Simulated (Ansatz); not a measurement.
A run for Ansatz (a program for electronic structure): R-CCSD(T)/cc-pVTZ on CH3O2 (SMILES O=C[OH2+]), atoms moved off the minimum. Charge +1.

Ansatz 0.2 input:
```yaml
crystal:
  periodic: [false, false, false]
  atoms:
    - {symbol: O, position_ang: [0.96275035, 0.81263857, -0.20366166]}
    - {symbol: C, position_ang: [0.52374732, -0.17523491, 0.23651654]}
    - {symbol: O, position_ang: [-0.95077786, -0.49880537, -0.03890351]}
    - {symbol: H, position_ang: [0.87807270, -1.04191885, 0.84052101]}
    - {symbol: H, position_ang: [-1.53022552, -1.04251449, 0.53650909]}
    - {symbol: H, position_ang: [-1.59197017, 0.23386225, -0.39922359]}
basis:
  gaussian:
    orbitals: cc-pVTZ
total_charge: 1
magnetization: {spin_polarized: false}
correlation: {method: ccsd_t, electrons: outside_noble_gas}
scf: {lower_state_search: off}
output: {forces: true}
```

Problem. Predict the final total energy.

Solution. -189.7580 hartree (reference determinant -189.0902, T1 diagnostic 0.016).

Problem. How many basis functions does it have, and what does it roughly cost on one machine?

Solution. 132 functions; around 100 core-seconds (rough).
